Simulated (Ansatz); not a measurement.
```xyz
7

O    -0.688    1.165    1.277
Zr   -0.221    0.153   -0.243
F     0.390    1.241   -1.669
Cl   -2.039   -1.120   -1.015
Se    1.692   -1.385    0.543
H    -1.018    1.736    1.967
H     1.884   -1.790   -0.861
```

Charge 0, multiplicity 1. Zr: def2 effective core potential.

Question: List the PBE/def2-TZVPP orbital energies in eV (the Gaussian-basis code of Ansatz). (An estimate is asked.)

Answer: Computed: Occupied: -12302.20, -2738.77, -1562.19, -1402.98, -1402.92, -1402.91, -659.83, -511.22, -249.36, -205.18, -189.97, -189.92, -189.92, -150.53, -150.35, -150.31, -55.73, -53.61, -53.56, -53.52, -53.39, -53.39, -33.99, -33.54, -33.21, -28.02, -24.86, -19.80, -17.18, -13.28, -10.75, -10.29, -10.24, -9.69, -9.21, -8.90, -8.78, -8.13, -8.00, -7.23, -6.27. Lowest empty: -2.45, -2.33, -1.75, -1.51, -1.19, -0.96, -0.42, 0.22.
